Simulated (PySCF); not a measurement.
Two-component Hartree-Fock for I⁴⁺ (iodine, charge +4)

Start: [Kr] 4d10 5s2 5p1; 5p1/2 filled at m_j = +1/2. Calculated with PySCF 2.14 in x2c-TZVPPall-2c (8s9p5d2f, 74 functions): generalised Hartree-Fock with the X2C-1e Hamiltonian and a Gaussian nucleus; one run each with spin-orbit coupling (SO) switched off, then screened by Boettger's factors.

| spinor shell | electrons | ε, spin-free (eV) | ε, screened SO (eV) | weight of nominal j (screened SO) | rms radius, screened SO (bohr) |
| --- | --- | --- | --- | --- | --- |
| 1s1/2 | 2 | -33380.1 | -33376.2 | 1.000 | 0.0311 |
| 2s1/2 | 2 | -5295.6 | -5294.3 | 1.000 | 0.127 |
| 2p1/2 | 2 | -4750.6 | -4958.3 | 1.000 | 0.109 |
| 3s1/2 | 2 | -1147.7 | -1147.2 | 1.000 | 0.334 |
| 3p1/2 | 2 | -966.78 | -1006.9 | 1.000 | 0.327 |
| 3p3/2 | 4 | -966.78 | -948.29 | 1.000 | 0.338 |
| 3d3/2 | 4 | -696.55 | -703.44 | 1.000 | 0.311 |
| 3d5/2 | 6 | -696.55 | -691.36 | 1.000 | 0.314 |
| 4s1/2 | 2 | -255.96 | -255.69 | 1.000 | 0.786 |
| 4p1/2 | 2 | -196.55 | -204.44 | 1.000 | 0.825 |
| 4p3/2 | 4 | -196.55 | -192.65 | 1.000 | 0.854 |
| 4d3/2 | 4 | -107.31 | -108.27 | 1.000 | 0.977 |
| 4d5/2 | 6 | -107.31 | -106.30 | 1.000 | 0.986 |
| 5s1/2 | 2 | -61.660 | -61.559 | 0.998 | 1.92 |
| 5p1/2 | 1 | -49.945 | -50.998 | 0.998 | 2.13 |

Q: Where does 2p3/2 lie, and what is the 2p spin-orbit splitting (screened SO)?

A: At -4656.7 eV, 301.51 eV above 2p1/2.

```csv
quantity,spin-free,screened SO
E (hartree),-7108.10876,-7110.27692
M_J,1/2,1/2
⟨J²⟩,1.125,0.762
⟨L²⟩,2.023,2.041
⟨S²⟩,0.758,0.777
```

Each row is a mean over spinors that exchange with the open shell spreads, by up to 0.813 eV (4p1/2).

Breit and QED terms are absent; they matter most for the inner s and p1/2 levels.

Densities and radii are taken from the X2C orbitals without a picture-change correction, which distorts them close to the nucleus.

Without spin-orbit coupling the j labels of p, d and f shells carry no meaning; the spin-free column gives the mean over the occupied spinors of each nl shell, and its ⟨J²⟩ belongs to a mixture of degenerate components.
